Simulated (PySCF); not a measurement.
Ta(O)(OH)(NH2)2 (H5N2O2Ta), SMILES [NH2][Ta](=[O])([NH2])[OH], multiplicity 1.

Geometry optimised at PBE0-D3(BJ)/def2-SVP. The spin state was assumed, not searched. The structure was generated by enumeration; whether it is a known compound was not checked. The def2 effective core potentials stand for the cores of Ta; spin–orbit coupling is left out. Other conformers were not sampled.

Calculation: PySCF with PBE/def2-TZVP.

The molecule is in vacuum.

Computed frontier levels, gap, dipole moment and polarisability:
```
Item                                                                                                            Value
---------------------------------------------------------------------------------------------  ----------------------
highest occupied level                                                                                       -5.88 eV
lowest empty level                                                                                           -0.90 eV
orbital gap                                                                                                   4.98 eV
dipole moment                                                                                               0.563 e·Å
quadrupole, principal values (traceless, Buckingham form, about the centre of nuclear charge)   -9.71, 4.15, 5.56 D·Å
mean static polarisability                                                                       62.5 bohr³ (9.26 Å³)
polarisability, principal values                                                               58.8, 62.2, 66.5 bohr³
```
